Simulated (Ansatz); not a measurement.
`CB(C)I`. Total charge 0; spin multiplicity 1. I takes the def2 core potential.

```xyz
10

C     0.486   -1.290   -0.299
B    -0.461   -0.069   -0.134
C    -0.016    1.313    0.427
I    -2.526   -0.270   -0.716
H     0.028   -2.199   -0.686
H     1.314   -1.002   -0.960
H     0.956   -1.510    0.668
H     1.040    1.342    0.705
H    -0.206    2.103   -0.308
H    -0.615    1.583    1.303
```

**Question.** List the harmonic frequencies (cm⁻¹, unscaled) at PBE0-D4/def2-TZVP in Ansatz. (An estimate is asked.)

**Answer.** Ansatz gave: 66i, 59, 240, 250, 352, 449, 698, 805, 846, 897, 1047, 1168, 1316, 1332, 1440, 1444, 1445, 1450, 3025, 3039, 3079, 3106, 3125, 3159.

**Question.** Is this a minimum?

**Answer.** No: 1 imaginary mode, so it is a saddle point.
